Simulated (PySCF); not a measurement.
**Correlation energy of Re⁺ (rhenium, charge +1)**

[Xe] 4f14 5d4 6s1 6p1, one real determinant (an excited configuration). Calculation: PySCF 2.14, in aug-cc-pwCVTZ-PP with ECP60MDF; scalar relativity through the core potential. Frozen: 5s2 5p6; 6 electrons correlated.

MP2 pair energies summed by pair of shells (mhartree):

```tsv
pair	energy	share (%)
5d-5d	-33.27	51.7
5d-6s	-17.11	26.6
5d-6p	-11.39	17.7
6s-6p	-2.61	4.1
```

Total MP2 correlation energy: -64.37 mhartree.

Same-spin part -64.37 and opposite-spin part 0.00 mhartree; SCS-MP2 scales them by 1/3 and 6/5 to -21.46 mhartree.

The reference is one real determinant that mixes LS terms of this configuration.
